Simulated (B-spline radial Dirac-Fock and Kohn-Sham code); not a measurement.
# Kohn-Sham estimates against Dirac-Fock for the levels of Tl⁵⁹⁺

System: thallium as Tl⁵⁹⁺ in the configuration 1s2 2s2 2p6 3s2 3p6 3d4.

The density-functional columns are spherical, spin-unpolarised Dirac-Kohn-Sham results without Breit or QED terms: −ε is minus the orbital energy of the initial state and ΔSCF the difference of two total energies. The reference in the last column comes from Dirac-Fock (average of configuration) total-energy differences with a finite nucleus, the Breit interaction including its frequency dependence, and self-energy and vacuum-polarisation corrections. All numbers are from a B-spline atomic structure program, in eV; a selection of levels is shown. The Kohn-Sham columns are given as differences from the reference. For the 1s level of heavy atoms much of the gap between ΔSCF and the reference is the Breit and QED part, -475.4 eV here; for other levels the error of the functional can be larger.

```csv
level,LDA −ε − DF,LDA ΔSCF − DF,Dirac-Fock
1s,-215.8,+466.2,89752.6
2s,-198.5,-35.3,19455.3
2p1/2,-142.7,+57.4,18833.8
2p3/2,-161.2,+11.9,16765.7
3s,-97.8,-29.4,7360.7
3p1/2,-66.4,+6.5,7099.5
3p3/2,-69.9,-2.7,6581.3
3d,-72.2,+4.9,6173.0
```

Values without a named source are computed, but for edge energies of neutral atoms, which are taken from tables.
